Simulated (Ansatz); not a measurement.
Cost and result up the ladder for Zn4Br8 (12 atoms). Charge 0, multiplicity 1. Geometry: PBE-D4/def2-SVP.

Cartesian coordinates in Å:
```
Zn -0.177 1.381 0.617
Zn -2.971 -0.485 0.232
Zn 2.967 0.487 -0.234
Zn 0.179 -1.382 -0.612
Br -2.148 1.207 1.955
Br 2.148 -1.209 -1.954
Br 1.261 -0.528 1.555
Br 1.648 2.670 -0.229
Br -1.261 0.527 -1.550
Br -5.203 -0.585 -0.196
Br -1.648 -2.667 0.234
Br 5.202 0.584 0.182
```

Ansatz; hardware A = 2 threads of AMD EPYC 7R13 on a shared host and a share (18 GiB) of an NVIDIA H100 80GB HBM3; B = 2 threads of AMD EPYC 7R13 on a shared host. Times are rough, and most runs start from the orbitals of an earlier one. PBE0-D4/def2-TZVP serves as the yardstick here, not as an exact answer. Differences are given only for rows in sets of like size (and for xTB, whose basis is part of the method), since another set adds its own error. Binding counts from free atoms at the same level (Zn singlet, Br doublet; other spins of the atoms weren't run), without zero-point energy or a counterpoise term.

Correlated methods freeze 108 core orbitals; core or outer-core shells of Br are correlated, in sets that lack core-valence functions. The rows differ in basis, and correlated rows in double-zeta sets carry the largest basis error. Single mean-field runs in def2-TZVP are fitted with def2-universal-jkfit. The structure comes from a short search, and lower isomers may exist.

Correlated methods converge slowly with the basis, most of all in double-zeta sets.

| level | functions | wall time | binding energy per atom (eV) | difference from PBE0-D4/def2-TZVP (eV) |
| --- | --- | --- | --- | --- |
| PBE-D4/def2-SVP [A] | 380 | 2.7 s | 2.40 | – |
| r2SCAN-D4/def2-TZVP [A] | 576 | 3.8 s | 2.34 | 0.06 |
| PBE-D4/def2-TZVP (with forces) [A] | 576 | 4 s | 2.24 | -0.04 |
| PBE0-D4/def2-TZVP [A] | 576 | 4.3 s | 2.28 | 0.00 |
| r2SCANh-D4/def2-TZVP [A] | 576 | 4.4 s | 2.33 | 0.05 |
| MP2/def2-SVP [A] | 380 | 4.6 s | 2.29 | – |
| PBE0-D4/def2-SVP [A] | 380 | 6 s | 2.40 | – |
| RPA@PBE/def2-SVP [A] | 380 | 6 s | 1.73 | – |
| HF/STO-3G [B] | 216 | 3.7 min | 1.98 | – |
